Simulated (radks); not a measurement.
Results of a calculation; reference values are marked as such.
Os I, 76 electrons, occupied as [Xe] 4f12 5d8 6s2 (not the ground configuration). Level of theory: scalar-relativistic Kohn-Sham, LDA (Slater exchange, Perdew-Wang correlation), spin-polarised, spherical densities, finite nucleus; open shells are filled with parallel spins first (spin-orbit coupling, left out, can overturn this in heavy ions); Fermi nuclear charge, rms radius 5.4126 fm (a radial shooting solver on a logarithmic mesh with Libxc functionals).

Radial electron density D(r) = 4 pi r^2 rho(r):

| r (bohr) | D(r) (e/bohr) | spin D(r) |
|---|---|---|
| 0.002233 | 27.33 | 0.0000126 |
| 0.003027 | 40.14 | 0.0000161 |
| 0.004102 | 56.46 | 0.0000162 |
| 0.00556 | 74.96 | 0.00000507 |
| 0.007595 | 92.62 | -0.0000360 |
| 0.01029 | 103.2 | -0.000133 |
| 0.01395 | 103.1 | -0.000295 |
| 0.01891 | 95.52 | -0.000352 |
| 0.02562 | 93.91 | 0.000650 |
| 0.03473 | 111.4 | 0.00613 |
| 0.04707 | 136.6 | 0.0251 |
| 0.06379 | 136.4 | 0.0740 |
| 0.08645 | 113.0 | 0.170 |
| 0.1172 | 116.1 | 0.336 |
| 0.1588 | 129.1 | 0.719 |
| 0.2152 | 92.28 | 1.74 |
| 0.2916 | 67.76 | 3.45 |
| 0.3953 | 80.27 | 4.37 |
| 0.5357 | 57.16 | 3.27 |
| 0.726 | 27.66 | 1.90 |
| 0.9918 | 18.93 | 1.69 |
| 1.344 | 12.06 | 1.60 |
| 1.822 | 5.768 | 0.994 |
| 2.469 | 2.546 | 0.365 |
| 3.346 | 0.9580 | 0.0617 |
| 4.535 | 0.2384 | -0.00431 |
| 6.146 | 0.03113 | -0.00296 |
| 8.329 | 0.001696 | -0.000293 |

D(r) has 4 maxima, at r = 0.0119, 0.0548, 0.151, 0.395 bohr, and minima at 0.0229, 0.0983, 0.282 bohr, inside which lie 1.89, 11.06, 29.86 electrons.
